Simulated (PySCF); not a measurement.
# A small calculation by hand: oscillator strength and radiative lifetime

C4H9NSi, SMILES N[SiH2]C1=CCC1.

Geometry: TPSSh-D3(BJ)/def2-SVP. The structure was generated by enumeration, and PubChem lists no compound with its InChIKey, so it may never have been made. The values are those of a single conformer.

TDDFT-ωB97X/def2-SVPD (PySCF) puts the first singlet state with f over 0.02 at 6.43 eV (vertical), with the transition dipole (-0.197, -0.191, 0.336) in atomic units.

Q: Find the oscillator strength, the wavelength and the radiative lifetime that this transition would have in vacuum if emission retraced absorption.

A: 
|μ|² = 0.1882 au, so |μ| = 1.10 D. ΔE = 6.43/27.211 = 0.2363 hartree. f = (2/3) ΔE |μ|² = 0.030 (the program prints 0.030).
λ = 1239.84/6.43 = 193 nm; ν = 51861 cm⁻¹.
Einstein's coefficient A = 0.6670 ν² f s⁻¹ (ν in cm⁻¹) = 5.3e7 s⁻¹, so τ = 1/A = 19 ns. This state is S1. The figure is the radiative limit of this one transition; relaxation, internal conversion, crossing to triplets and a medium change what is measured.
